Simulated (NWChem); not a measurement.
Molecule: C2H6OSi2; SMILES C#C[SiH2][SiH2]O

```xyz
11

C     -1.2456    -2.4374    -0.0730
C     -0.2541    -1.7393     0.0485
Si     1.1549    -0.5610     0.2074
Si     0.1437     1.4953    -0.3431
O     -1.4032     1.4411     0.2841
H     -2.1053    -3.0763    -0.1780
H      2.2544    -0.9757    -0.7151
H      1.6545    -0.6062     1.6146
H      0.8319     2.6685     0.2647
H      0.1565     1.6546    -1.8326
H     -1.8198     0.5723     0.2414
```
Atoms are numbered in this order, from 1.

Level: PBE0/def2-SVP (NWChem), optimised geometry, unscaled harmonic frequencies. 

Task: List the harmonic frequencies with IR intensities, and the thermochemistry.

Result: 
```
frequency (cm⁻¹)  IR intensity (km/mol)
----------------  ---------------------
42                                  2.0
79                                  0.8
183                                 4.8
239                                 4.6
309                                11.4
315                               122.6
416                                31.9
426                                 6.5
569                                 8.9
630                                19.9
712                                25.7
722                                20.2
736                                21.7
748                                26.6
769                               286.3
821                                53.6
885                               233.0
916                               120.5
936                                69.0
956                               102.7
2153                               21.7
2206                              110.7
2230                               62.1
2237                               98.5
2256                              120.6
3470                               65.9
3884                               85.8
```

| Property | Value |
|---|---|
| zero-point energy | 42.6 kcal/mol |
| thermal correction to the enthalpy at 298.15 K (with zero-point energy) | 48.3 kcal/mol |
| heat capacity Cv | 28.1 cal/(mol K) |
| entropy at 298.15 K and 1 atm (symmetry number 1) | 87.9 cal/(mol K) |
| dipole moment | 1.31 D |

Rigid rotor and harmonic oscillator; modes under 100 cm⁻¹ make the entropy uncertain.
